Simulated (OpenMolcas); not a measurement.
## F2+: from RASSCF to RASPT2

| Item | Value |
| --- | --- |
| Program | OpenMolcas |
| Basis | ANO-RCC-VTZP [4s3p2d1f] |
| Scalar Hamiltonian | DKH2, point nucleus |
| Active space | 5 electrons in 9 orbitals (RAS2 2s 2p; RAS3 3d, at most 2 electrons) |
| State averaging | 2S+1 = 4 odd, 1 root; 2S+1 = 2 odd, 8 roots; 2S+1 = 4 even, 3 roots; 2S+1 = 2 even, 9 roots |
| Spin-orbit coupling | state interaction with AMFI integrals over the reference wave functions, term energies averaged over their components |

Methods on the same reference wave functions:
A. RASSCF
B. SS-RASPT2, IPEA 0.25 Eh, imaginary shift 0.1 Eh (closed shells correlated: 1s)
C. XMS-RASPT2, IPEA 0.25 Eh, imaginary shift 0.1 Eh (closed shells correlated: 1s)

Energies in cm-1 above 2s2 2p3 4S* 3/2, the measured ground level; measured values from Moore, Atomic Energy Levels, vol. I, NSRDS-NBS 35 (1971 reprint of NBS Circular 467, 1949).

```tsv
Level	A	B	C	Measured
2s2 2p3 4S* 3/2	0.0	0.0	0.0	0.0
2s2 2p3 2D* 3/2	36797	34870	34840	
2s2 2p3 2D* 5/2	36807	34880	34850	
2s2 2p3 2P* 3/2	55078	52670	52660	
2s2 2p3 2P* 1/2	55080	52670	52660	
2s 2p4 4P 5/2	154539	152820	152350	151898
2s 2p4 4P 3/2	154848	153130	152660	152235
2s 2p4 4P 1/2	155031	153310	152840	152410
2s 2p4 2D 3/2	216541	212160	211830	210256
2s 2p4 2D 5/2	216544	212160	211830	210240
2s 2p4 2S 1/2	257864	251200	251200	248260
2s 2p4 2P 3/2	276326	270380	269960	266559
2s 2p4 2P 1/2	276693	270750	270330	266943
```

Deviations, from unrounded energies. A percentage is the sum of absolute deviations over the sum of measured energies, with the sign that they share, or ± where signs differ.

| Against measurement | Levels | A | B | C |
| --- | --- | --- | --- | --- |
| mean absolute deviation (cm-1) | 8 | 6200 | 2100 | 1800 |
| other configurations (%) | 8 | +3.0 | +1.0 | +0.9 |

C lies closest to measurement on these levels and A furthest from it. The largest miss of C in the table is 2s 2p4 2P 3/2, by +3400 cm-1. The ranking rests on the paired levels alone, and a cruder setting can come out closer through cancelling errors.

Between B and C the level of the table that moves most is 2s 2p4 4P 3/2, by 470 cm-1 (lowest in C, highest in B). Moves below CASPT2's spread within the term are not significant.

The mean deviations of B to C differ by less than CASPT2's widest spread within a term (370 cm-1), so their order carries little weight.

From A to B the spin-free energies of the other terms of 2s2 2p3 shown, above 4S*, scale by factors of 0.95 to 0.96.

The lowest spin-free term lies below A's lowest term by 0.047 hartree in B, 0.047 hartree in C.

Term energies are means over components that CASPT2 splits; among the terms shown or strongly mixed into the levels shown the widest spread is 370 cm-1 (2s 2p4 2D, C). Active for correlation alone: 3d; no level in the range computed is led by a configuration that fills it, so any true level of that kind is missing. Measured partners are found by configuration, term and J. A level has none where our copy of the source lacks it or the pairing is in doubt (some pairs that miss far off the trend of their configuration count as doubtful), and it then counts in no deviation. Only configurations of the active space appear.

* marks odd parity.
